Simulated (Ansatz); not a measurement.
All values below come from Ansatz (a quantum-chemistry and plane-wave program) with frozen-core CCSD(T)/cc-pVDZ // r2SCAN-D4/def2-SVP.

Ansatz 0.2 input:
```yaml
crystal:
  periodic: [false, false, false]
  atoms:
    - { symbol: C, position_ang: [1.799798, -0.665254, -1.003393] }
    - { symbol: O, position_ang: [0.855991, -0.977656, -0.011269] }
    - { symbol: Si, position_ang: [-0.420742, 0.037599, 0.360517] }
    - { symbol: N, position_ang: [-0.093818, 1.659577, 0.819866] }
    - { symbol: N, position_ang: [-1.054614, -0.747461, 1.756135] }
    - { symbol: N, position_ang: [-1.308554, 0.207889, -1.116986] }
    - { symbol: H, position_ang: [2.52813, -1.489269, -1.078226] }
    - { symbol: H, position_ang: [1.330931, -0.523527, -1.996146] }
    - { symbol: H, position_ang: [2.358206, 0.261296, -0.763711] }
    - { symbol: H, position_ang: [0.291357, 1.85764, 1.736602] }
    - { symbol: H, position_ang: [0.16208, 2.364741, 0.138035] }
    - { symbol: H, position_ang: [-1.958035, -0.482716, 2.132806] }
    - { symbol: H, position_ang: [-0.89354, -1.744537, 1.855297] }
    - { symbol: H, position_ang: [-1.51701, -0.624079, -1.66121] }
    - { symbol: H, position_ang: [-2.080181, 0.865758, -1.168316] }
basis:
  gaussian: { orbitals: cc-pVDZ }
correlation:
  method: ccsd_t
```

Output:

```
Functional definition: HF
1235 factors; integrals over basis functions are off by at most 1.4e-3 eV
mean field evaluation 1: about -15515.6087 eV, gradient 5.1e1 eV
mean field evaluation 2: about -15515.7633 eV, gradient 5.1e1 eV
mean field evaluation 4: about -15521.1179 eV, gradient 3.7e0 eV
mean field evaluation 8: about -15521.1659 eV, gradient 2.0e-4 eV
mean field evaluation 16: about -15520.9318 eV, gradient 3.6e0 eV
mean field -15521.16594809 eV, -570.3923279680 hartree, gradient 8.8e-7 eV, S^2 0.000000; 0 other end points of the search recorded, 0 dependent functions left out
10 core orbitals not correlated
reference -15521.16594809 eV, -570.3923279680 hartree; 19, 19 occupied and 104, 104 virtual orbitals, 1235 factors
second order -25.50151136 eV of doubles, -0.00000000 eV of singles
cycle   1  -26.29814243 eV  change   -8.0e-1 eV  update   1.0e-1
cycle   2  -26.88286556 eV  change   -5.8e-1 eV  update   2.9e-2
cycle   3  -27.01873775 eV  change   -1.4e-1 eV  update   1.4e-2
cycle   4  -27.01512777 eV  change    3.6e-3 eV  update   2.8e-3
cycle   5  -27.01485924 eV  change    2.7e-4 eV  update   1.1e-3
cycle   6  -27.01516545 eV  change   -3.1e-4 eV  update   3.2e-4
cycle   7  -27.01499121 eV  change    1.7e-4 eV  update   1.1e-4
cycle   8  -27.01493938 eV  change    5.2e-5 eV  update   3.3e-5
cycle   9  -27.01493432 eV  change    5.1e-6 eV  update   1.2e-5
perturbative correction -0.67779117 eV, -0.0249083660 hartree
Total energy: -15548.85867357 eV, -571.4100168589 hartree
```

Cost: roughly 80 core-seconds.
